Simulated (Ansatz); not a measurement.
Reaction (substitution at a C–Si bond): `[SiH3]C[SiH2]Cl` + `B[AsH2]` → `B[AsH]C[SiH3]` + `[SiH3]Cl`

Calculated with Ansatz (gas phase, PBE0-D4/def2-TZVP geometries, no zero-point term in ΔE). CCSD(T)/CBS is the MP2 limit (def2-TZVPP, def2-QZVPP) plus CCSD(T) − MP2 in def2-TZVPP, frozen cores. This one scheme is used for every species. For As outer-core shells are correlated without core-valence functions, which leaves a few kJ/mol of doubt a bond. Scalar relativity is left out up to krypton. Each species was taken in one conformer, which may not be the lowest.

```csv
level,ΔE (kcal/mol)
HF/def2-TZVPP,10.6
MP2/def2-TZVPP,8.3
CCSD/def2-TZVPP,9.1
HF/def2-QZVPP,10.7
```

(1) What does CCSD(T)/CBS give? (Best estimate.)

Largest T1 diagnostic among the species: 0.014.

Answers

(1) The calculation gave: +9.1 kcal/mol. The listed levels differ from it by 1.5, -0.8, 0.0, 1.6 kcal/mol.

The D4 term adds −0.8 kcal/mol with B3LYP and −0.4 kcal/mol with PBE0; it sums over pairs of atoms, weighted by their polarisabilities, and B3LYP, whose exchange is more repulsive, gets the larger term. In def2-TZVPP, CCSD(T) changes the Hartree–Fock value by −2.0 kcal/mol (the triples alone add −0.4 kcal/mol) and MP2 by −2.4 kcal/mol.

B3LYP here is the variant with VWN-RPA as its local correlation; programs differ in this.
